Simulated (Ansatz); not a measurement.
Born–Oppenheimer molecular dynamics of H8O3Si3 (14 atoms, charge 0, multiplicity 1). It goes on from the last frame of an earlier run, with new velocities.

Theory: Ansatz 0.2.0, RKS PBE0/6-31G*.

```yaml
ensemble: NVE (velocity Verlet)
time_step: 1 fs
steps_asked: 150
starting_velocities_drawn_for: 500 K
seed: 579970
```

Frames 5 fs apart, positions in Å, forces in eV/Å.

Velocities at 10.0 fs (Å/ps):

```
Si 1.66 0.79 -0.81
O 2.60 -9.68 4.17
H -10.54 6.20 4.33
H -8.29 2.38 -11.24
O -2.20 -2.39 -0.44
Si -0.64 -0.02 -0.99
H -7.89 -25.97 -21.59
H -17.54 0.73 2.27
H -2.77 5.22 10.13
O -1.54 4.08 -2.03
Si 0.73 4.83 1.06
H 14.07 -3.31 -11.77
H 3.29 -19.38 5.45
H -0.90 4.88 16.13
```

```xyz
14
Properties=species:S:1:pos:R:3:forces:R:3 time_fs=10.0 energy_less_start_eV=0.453 T=213
Si -0.281 -0.066 0.018 0.90 -0.47 0.05
O 0.487 -0.150 1.521 -2.42 0.53 -0.03
H -0.258 -0.058 2.191 1.46 -0.18 -0.64
H 0.787 -0.117 -0.986 0.22 -0.43 0.04
O -1.062 1.303 -0.392 1.42 0.40 0.89
Si -2.451 1.742 -1.079 -2.10 1.07 -0.96
H -3.405 0.971 -0.227 -0.45 -0.09 -0.65
H -2.950 3.206 -0.935 0.81 -0.80 0.10
H -2.401 1.565 -2.623 -0.13 -0.24 1.11
O -1.403 -1.281 -0.091 0.83 1.39 -0.43
Si -1.665 -2.756 0.515 -1.02 -1.23 0.45
H -2.205 -2.654 1.885 -0.06 0.11 0.34
H -2.730 -3.384 -0.308 0.08 -0.06 -0.09
H -0.518 -3.672 0.609 0.46 -0.02 -0.18
14
Properties=species:S:1:pos:R:3:forces:R:3 time_fs=15.0 energy_less_start_eV=0.285 T=320
Si -0.269 -0.065 0.014 0.98 -0.58 0.19
O 0.484 -0.194 1.538 0.11 0.30 -2.79
H -0.181 -0.046 2.179 -1.07 0.23 1.68
H 0.773 -0.154 -1.029 0.17 -0.30 0.30
O -1.063 1.295 -0.387 0.88 0.77 0.81
Si -2.464 1.745 -1.086 -1.63 -0.57 0.97
H -3.479 0.850 -0.412 -0.02 0.31 -0.44
H -2.945 3.129 -0.905 0.39 0.33 0.33
H -2.422 1.560 -2.506 0.11 -0.30 -1.14
O -1.405 -1.251 -0.105 0.33 0.34 -0.23
Si -1.665 -2.738 0.521 -0.27 -1.31 0.29
H -2.163 -2.649 1.902 -0.24 0.21 0.36
H -2.694 -3.472 -0.285 0.19 0.26 0.00
H -0.474 -3.640 0.661 0.06 0.32 -0.31
14
Properties=species:S:1:pos:R:3:forces:R:3 time_fs=20.0 energy_less_start_eV=0.109 T=433
Si -0.249 -0.068 0.012 0.41 -0.45 0.37
O 0.469 -0.230 1.529 -1.40 0.91 0.31
H -0.123 -0.031 2.314 0.98 -0.34 -1.39
H 0.802 -0.259 -1.007 0.17 -0.01 0.28
O -1.052 1.298 -0.371 -0.08 0.83 0.36
Si -2.489 1.743 -1.088 0.06 -1.49 -0.54
H -3.568 0.792 -0.691 -0.05 0.26 0.29
H -2.847 3.122 -0.800 0.01 0.58 0.23
H -2.419 1.500 -2.566 0.20 0.32 0.11
O -1.402 -1.218 -0.121 -0.45 -1.07 0.04
Si -1.667 -2.730 0.530 0.41 0.17 1.10
H -2.167 -2.599 1.979 0.09 0.00 -0.78
H -2.626 -3.508 -0.271 -0.24 0.08 -0.20
H -0.409 -3.544 0.644 -0.12 0.21 -0.17
14
Properties=species:S:1:pos:R:3:forces:R:3 time_fs=25.0 energy_less_start_eV=0.264 T=332
Si -0.225 -0.075 0.013 -0.65 -0.25 0.07
O 0.442 -0.257 1.512 0.66 0.26 -0.91
H 0.026 -0.043 2.336 -0.57 0.28 0.55
H 0.871 -0.367 -0.923 0.12 0.25 0.02
O -1.040 1.313 -0.349 -0.49 0.23 0.00
Si -2.515 1.731 -1.093 1.10 0.11 -0.80
H -3.665 0.797 -0.908 0.05 0.23 0.69
H -2.741 3.207 -0.656 -0.05 -1.17 -0.43
H -2.372 1.506 -2.627 0.14 0.62 0.95
O -1.406 -1.198 -0.137 -0.68 -1.32 0.12
Si -1.666 -2.720 0.547 0.56 0.99 -0.72
H -2.164 -2.547 1.918 -0.26 -0.07 0.33
H -2.600 -3.519 -0.293 -0.07 0.14 0.06
H -0.361 -3.407 0.590 0.15 -0.29 0.09
14
Properties=species:S:1:pos:R:3:forces:R:3 time_fs=30.0 energy_less_start_eV=0.360 T=269
Si -0.207 -0.084 0.015 -1.62 0.15 -0.75
O 0.421 -0.277 1.490 0.83 0.24 0.85
H 0.095 -0.026 2.356 -0.32 0.16 -0.11
H 0.961 -0.419 -0.832 -0.21 0.35 -0.17
O -1.036 1.331 -0.327 -0.30 -0.75 -0.13
Si -2.531 1.718 -1.103 1.67 -0.61 1.01
H -3.750 0.856 -0.970 0.24 0.08 0.57
H -2.656 3.082 -0.593 -0.56 0.43 -0.03
H -2.289 1.646 -2.522 0.20 0.20 -1.00
O -1.419 -1.198 -0.152 -0.30 -0.69 -0.01
Si -1.660 -2.704 0.558 0.73 0.78 -1.01
H -2.213 -2.513 1.910 -0.09 -0.17 0.30
H -2.592 -3.498 -0.303 0.07 0.10 0.21
H -0.296 -3.327 0.554 -0.32 -0.27 0.28
14
Properties=species:S:1:pos:R:3:forces:R:3 time_fs=35.0 energy_less_start_eV=0.417 T=234
Si -0.203 -0.092 0.010 -2.06 0.42 -0.89
O 0.412 -0.294 1.480 0.41 0.62 2.50
H 0.094 0.035 2.354 0.13 -0.33 -1.32
H 1.006 -0.392 -0.783 -0.28 0.22 -0.41
O -1.036 1.339 -0.307 -0.27 -1.22 -0.29
Si -2.533 1.700 -1.108 2.24 0.33 0.23
H -3.783 0.928 -0.904 0.21 -0.35 0.12
H -2.694 3.034 -0.539 -0.51 0.56 0.03
H -2.175 1.838 -2.567 -0.35 -0.24 0.29
O -1.437 -1.208 -0.167 0.30 0.27 -0.25
Si -1.649 -2.680 0.562 0.12 0.35 0.44
H -2.277 -2.517 1.957 0.45 -0.17 -0.65
H -2.576 -3.461 -0.275 -0.16 -0.21 -0.09
H -0.295 -3.314 0.581 -0.23 -0.24 0.28
14
Properties=species:S:1:pos:R:3:forces:R:3 time_fs=40.0 energy_less_start_eV=0.382 T=259
Si -0.215 -0.096 -0.002 -1.44 0.28 -0.20
O 0.412 -0.305 1.492 0.96 -0.47 -1.15
H 0.053 0.087 2.254 -0.89 0.83 1.58
H 0.985 -0.313 -0.826 -0.24 0.03 -0.36
O -1.040 1.329 -0.291 -0.43 -0.84 -0.39
Si -2.517 1.687 -1.109 1.44 2.29 0.79
H -3.761 0.923 -0.808 0.37 -0.46 -0.26
H -2.840 3.089 -0.491 0.14 -1.00 -0.58
H -2.133 1.973 -2.576 -0.52 -0.61 0.77
O -1.450 -1.214 -0.186 0.73 0.84 -0.42
Si -1.636 -2.654 0.568 -0.35 -0.94 -0.36
H -2.256 -2.553 1.893 -0.07 0.20 0.49
H -2.584 -3.462 -0.256 0.12 0.00 0.00
H -0.342 -3.358 0.671 0.17 -0.15 0.07
14
Properties=species:S:1:pos:R:3:forces:R:3 time_fs=45.0 energy_less_start_eV=0.226 T=358
Si -0.240 -0.098 -0.015 -0.16 0.10 0.27
O 0.419 -0.315 1.506 -1.16 1.37 0.66
H -0.064 0.188 2.229 0.83 -0.93 -1.18
H 0.906 -0.228 -0.946 -0.22 -0.14 0.05
O -1.051 1.306 -0.281 -0.38 0.11 -0.24
Si -2.489 1.689 -1.102 0.21 0.17 2.15
H -3.653 0.812 -0.770 0.37 -0.33 -0.40
H -2.966 2.966 -0.552 0.07 0.45 0.20
H -2.196 1.980 -2.464 0.18 -0.23 -1.40
O -1.453 -1.209 -0.210 0.60 0.28 -0.28
Si -1.626 -2.636 0.572 -0.33 -1.58 0.17
H -2.240 -2.547 1.914 -0.07 0.35 0.22
H -2.572 -3.465 -0.239 0.15 0.09 0.00
H -0.364 -3.428 0.776 -0.08 0.31 -0.21
14
Properties=species:S:1:pos:R:3:forces:R:3 time_fs=50.0 energy_less_start_eV=0.193 T=377
Si -0.266 -0.100 -0.027 0.93 -0.20 0.48
O 0.417 -0.312 1.518 -0.29 0.15 -2.09
H -0.110 0.201 2.119 -0.38 0.44 1.00
H 0.783 -0.176 -1.061 0.16 -0.23 0.22
O -1.067 1.286 -0.274 0.03 1.19 0.24
Si -2.458 1.695 -1.081 -0.46 -0.41 -0.52
H -3.465 0.625 -0.821 0.05 0.04 -0.24
H -3.077 2.923 -0.578 0.15 0.48 0.32
H -2.240 1.916 -2.568 0.09 -0.24 0.55
O -1.447 -1.200 -0.239 0.12 -0.88 0.08
Si -1.619 -2.630 0.578 -0.63 -0.61 1.13
H -2.235 -2.464 1.977 0.24 0.16 -0.75
H -2.533 -3.454 -0.228 -0.20 -0.15 -0.17
H -0.393 -3.435 0.836 0.20 0.25 -0.25
14
Properties=species:S:1:pos:R:3:forces:R:3 time_fs=55.0 energy_less_start_eV=0.369 T=265
Si -0.285 -0.102 -0.034 1.13 -0.18 0.34
O 0.404 -0.301 1.507 -1.05 0.89 -1.04
H -0.149 0.221 2.125 0.48 -0.36 -0.05
H 0.697 -0.176 -1.126 0.45 -0.17 0.28
O -1.082 1.283 -0.263 0.95 1.49 0.89
Si -2.432 1.697 -1.062 -1.90 -0.10 -1.33
H -3.266 0.454 -0.928 -0.35 0.58 0.04
H -3.141 2.971 -0.539 0.69 -0.84 -0.21
H -2.254 1.808 -2.592 0.20 0.24 0.92
O -1.440 -1.204 -0.267 -0.23 -1.53 0.30
Si -1.618 -2.630 0.591 -0.41 -0.10 -0.61
H -2.192 -2.340 1.906 -0.30 0.06 0.40
H -2.528 -3.467 -0.243 0.02 0.01 0.19
H -0.376 -3.386 0.839 0.33 0.00 -0.12
14
Properties=species:S:1:pos:R:3:forces:R:3 time_fs=60.0 energy_less_start_eV=0.373 T=262
Si -0.294 -0.107 -0.039 0.58 0.12 -0.19
O 0.379 -0.279 1.477 -0.62 0.68 -0.03
H -0.121 0.200 2.175 0.48 -0.42 -0.55
H 0.708 -0.215 -1.123 0.27 -0.04 0.39
O -1.083 1.301 -0.239 1.50 0.88 1.12
Si -2.421 1.697 -1.053 -1.17 -1.63 -0.21
H -3.154 0.404 -1.026 -0.82 0.37 0.29
H -3.073 2.876 -0.527 -0.30 0.58 0.34
H -2.217 1.759 -2.462 0.49 0.70 -1.37
O -1.435 -1.230 -0.290 -0.11 -1.10 0.16
Si -1.619 -2.631 0.601 0.13 0.16 -0.40
H -2.203 -2.206 1.897 -0.11 -0.32 0.17
H -2.525 -3.484 -0.220 0.00 -0.07 0.28
H -0.301 -3.329 0.812 -0.33 0.09 0.01
14
Properties=species:S:1:pos:R:3:forces:R:3 time_fs=65.0 energy_less_start_eV=0.123 T=422
Si -0.299 -0.110 -0.046 -0.10 0.09 -0.54
O 0.350 -0.252 1.441 1.02 -0.73 -0.75
H -0.053 0.148 2.186 -0.73 0.69 1.13
H 0.785 -0.265 -1.035 0.05 0.06 0.10
O -1.063 1.332 -0.200 0.73 0.11 0.45
Si -2.419 1.685 -1.049 -0.18 -0.42 -1.44
H -3.224 0.445 -1.063 -0.54 0.19 0.19
H -3.050 2.877 -0.453 -0.16 0.12 0.00
H -2.085 1.859 -2.534 -0.11 0.31 0.68
O -1.431 -1.272 -0.311 0.23 0.17 -0.23
Si -1.620 -2.630 0.608 -0.22 0.44 0.63
H -2.238 -2.148 1.924 0.29 -0.60 -0.46
H -2.526 -3.520 -0.138 -0.18 -0.24 0.04
H -0.286 -3.259 0.789 -0.10 -0.20 0.20
```

Of the whole run (150 fs, mean temperature of the second half 320 K): The conserved energy stayed within 0.64 meV per atom of its start (net change 0.61 meV per atom), so the integration is sound. A run of 0.15 ps of so small a system gives no equilibrium averages.

The run took 26 min on 2 threads of Intel(R) Xeon(R) Processor @ 2.50GHz (Skylake/Cascade Lake), on a shared host, peak memory 0.32 GiB.
